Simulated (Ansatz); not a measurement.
## Pulling the pair apart

The pair of HCN (SMILES C#N, atoms 1–3) and H2 (SMILES [H][H], atoms 4–5), both closed shells, in one local arrangement (a lower one may exist), relaxed at PBE0-D4/def2-TZVP:

C1  (0.201, 0.042, -1.734)
N2  (0.065, 0.013, -0.597)
H3  (0.328, 0.070, -2.795)
H4  (-0.340, -0.071, 2.935)
H5  (-0.256, -0.054, 2.192)
(Å)

H2 is shifted rigidly along the line between the mean atom positions of the two fragments (negative: closer). Counterpoise interaction energies in kcal/mol. Program: Ansatz 0.2.0. Basis: def2-TZVPPD. Cores are frozen in the correlated methods. B3LYP uses VWN-RPA correlation.

```json
{"shift (Å)": "-0.28", "B3LYP-D4": "-0.22", "PBE0-D4": "-0.41", "MP2": "-0.27"}
{"shift (Å)": "-0.14", "B3LYP-D4": "-0.38", "PBE0-D4": "-0.55", "MP2": "-0.44"}
{"shift (Å)": "0.00", "B3LYP-D4": "-0.43", "PBE0-D4": "-0.59", "MP2": "-0.51"}
{"shift (Å)": "0.14", "B3LYP-D4": "-0.43", "PBE0-D4": "-0.58", "MP2": "-0.51"}
{"shift (Å)": "0.34", "B3LYP-D4": "-0.39", "PBE0-D4": "-0.52", "MP2": "-0.47"}
{"shift (Å)": "0.70", "B3LYP-D4": "-0.28", "PBE0-D4": "-0.38", "MP2": "-0.35"}
{"shift (Å)": "1.40", "B3LYP-D4": "-0.15", "PBE0-D4": "-0.19", "MP2": "-0.18"}
{"shift (Å)": "2.81", "B3LYP-D4": "-0.07", "PBE0-D4": "-0.06", "MP2": "-0.06"}
```

Q: What does CCSD(T) give at these shifts? (To be estimated.)

A: Computed: -0.22, -0.40, -0.48, -0.49, -0.45, -0.33, -0.17, -0.05 kcal/mol. For zero shift, CCSD(T) at an estimated basis limit (MP2 extrapolated from triple and quadruple zeta, plus CCSD(T) − MP2 in triple zeta) gives -0.51 kcal/mol. These are counterpoise interaction energies, counted from the two frozen fragments.

No T1 diagnostic of these runs exceeds 0.014.

For scale, one of the runs: CCSD(T)/def2-TZVPPD, 125 basis functions, launched by `ansatz run in.yaml --threads 2 --pin off --events-out ev --progress --plain --max-ram 5222MiB`. The run took about 2.8 s on 2 CPU threads of an Intel Xeon Platinum 8488C (shared host).
